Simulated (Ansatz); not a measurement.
Conformers of C3H6O (SMILES C=CCO), B3LYP-D3(BJ)/def2-TZVP minima from an xTB search, which can miss the lowest.
Conformer 1 (charge 0, multiplicity 1):
| atom | x (Å) | y (Å) | z (Å) |
|---|---|---|---|
| C | 1.3972 | 0.6908 | 0.0046 |
| C | 0.3761 | 0.0351 | 0.5419 |
| C | -0.6479 | -0.7179 | -0.2477 |
| O | -1.9709 | -0.2393 | -0.0033 |
| H | 2.1141 | 1.2292 | 0.6111 |
| H | 1.5565 | 0.7042 | -1.0682 |
| H | 0.2283 | 0.0392 | 1.6181 |
| H | -0.4035 | -0.6791 | -1.3162 |
| H | -0.6668 | -1.7679 | 0.0521 |
| H | -1.9832 | 0.7058 | -0.1925 |
Conformer 2 (charge 0, multiplicity 1):
```xyz
10

C      1.230    -0.684     0.385
C      0.571     0.040    -0.509
C     -0.787     0.642    -0.308
O     -1.420     0.289     0.908
H      0.823    -0.876     1.370
H      2.207    -1.095     0.167
H      1.014     0.231    -1.483
H     -1.421     0.390    -1.170
H     -0.706     1.733    -0.295
H     -1.509    -0.671     0.935
```

Cores are frozen in the correlated methods. MP2 and its Hartree–Fock in cc-pVQZ are density fitted.

Programs: Ansatz (a program for electronic structure). Values without a source in brackets are computed.

The energy of conformer 2 above conformer 1 is E(conformer 2) − E(conformer 1). Total energies (hartree):

```
level             conformer 2   conformer 1
---------------  ------------  ------------
HF/cc-pVTZ       -191.9974040  -191.9976091
MP2/cc-pVTZ      -192.7392994  -192.7391361
HF/cc-pVQZ       -192.0111595  -192.0116106
MP2/cc-pVQZ      -192.8035651  -192.8037558
CCSD(T)/cc-pVTZ  -192.8025077  -192.8022505
```

Task: Work out the energy of conformer 2 above conformer 1 at the basis-set limit: extrapolate the MP2 correlation part as X⁻³, take Hartree–Fock from the larger set, and add the CCSD(T) − MP2 difference of cc-pVTZ.

Result: 
1. Differences (1 hartree = 627.509 kcal/mol): HF/cc-pVTZ 0.129; MP2/cc-pVTZ -0.102; HF/cc-pVQZ 0.283; MP2/cc-pVQZ 0.120; CCSD(T)/cc-pVTZ -0.161.
2. Correlation parts, MP2 less HF: -0.231 in cc-pVTZ (X = 3), -0.163 in cc-pVQZ (X = 4).
3. Limit (4³·(-0.163) − 3³·(-0.231))/(4³ − 3³) = -0.114; with HF/cc-pVQZ it gives 0.169.
4. CCSD(T) less MP2 in cc-pVTZ: -0.059.
Result: 0.11 kcal/mol, against -0.10 at MP2/cc-pVTZ. It is an estimate of this method's limit, not of the exact value.
